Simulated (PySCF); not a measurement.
HIn, charge -1, doublet, geometry from GFN2-xTB (such geometries of metal compounds can be far from the true shape) (a state made from the parent by changing its charge; the spin is typed, not shown lowest) (core potentials on In) (in this run its highest filled SCF level lies above zero, so its values depend strongly on the basis, on diffuse functions most of all). Base run: PBE/def2-SVPD (PySCF).

PySCF was given this input:
```python
from pyscf import gto, scf, dft, solvent

mol = gto.M(
    atom='''
In   -0.00000000   -0.00000000   -0.03576299
H     0.00000000    0.00000000    1.75238651
''',
    basis='def2-svpd',
    ecp={'In': 'def2-svpd'},
    charge=-1,
    spin=1,
    verbose=4,
)

mf = dft.UKS(mol)
mf.xc = 'pbe'
mf.kernel()
```

Each row names what was changed in the base input (with any setting that the change needs).

| change | ΔE vs base (kcal/mol) |
|---|---|
| base | 0.000 |
| model = IEF-PCM; solvent = chloroform; r_probe = 0.5 | -41.99 |
| model = COSMO; solvent = chloroform | -39.07 |
| model = IEF-PCM; solvent = chloroform; vdw_scale = 1.4 | -42.93 |
| model = IEF-PCM; solvent = dichloromethane | -48.83 |
| model = IEF-PCM; solvent = chloroform; vdw_scale = 1.1 | -41.35 |
| model = SS(V)PE; solvent = chloroform | -42.70 |
| model = IEF-PCM; solvent = tetrahydrofuran | -47.50 |
| model = IEF-PCM; solvent = acetonitrile | -53.79 |
| model = IEF-PCM; solvent = chloroform; vdw_scale = 1.0 | -37.78 |
| model = IEF-PCM; solvent = chloroform | -43.01 |
| model = ddCOSMO; solvent = chloroform | -42.94 |

The base is the gas phase, so ΔE is the electrostatic part of solvation at a fixed geometry, without cavity and dispersion terms.

Open shells are given as the SCF converged; they aren't shown to be the lowest states, and a large step between rows can be another state.

The gas-phase anion may not be bound at this level, which the solvent then changes.
